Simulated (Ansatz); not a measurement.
Molecule: sum formula Si$_{2}$N$_{2}$H$_{7}$, charge 0, multiplicity 2. It need not be the lowest isomer of its formula. SMILES: N[SiH2]N[SiH2]
Geometry from a B3LYP-D3(BJ)/def2-TZVP (Ansatz, a program for electronic structure) optimisation:
```
N
H 1 1.0128
Si 1 1.7319 2 114.92
N 3 1.7151 1 110.50 2 -47.12
H 4 1.0069 3 120.71 1 143.12
H 4 1.0075 5 111.92 3 -155.72
Si 1 1.7336 2 115.26 3 -173.88
H 3 1.4823 4 104.30 5 21.40
H 3 1.4825 8 109.49 4 124.68
H 7 1.4877 1 108.10 2 -159.71
H 7 1.4924 10 110.21 1 -118.87
```
Charge 0, spin multiplicity 2.

Parts of the frozen-core correlation energy in cc-pV(T+d)Z (Ansatz, hartree). Frozen orbitals: 12; correlated occupied orbitals by spin: 13 and 12; virtual: 211 and 212. UHF or UKS for open shells. Spin-orbit coupling is left out. No relativistic terms.

| term | value |
|---|---|
| reference (HF) | -690.96613 |
| MP2 opposite-spin | [?] |
| MP2 same-spin | [?] |
| CCSD correlation | -0.70306 |
| (T) | [?] |
| T1 diagnostic | 0.013 |
| largest doubles amplitude | 0.019 |
| <S^2> of the reference | 0.756 |

### Question
Complete the blanks.

### Answer

- MP2 opposite-spin, value: -0.51370
- MP2 same-spin, value: -0.14316
- (T), value: -0.02621
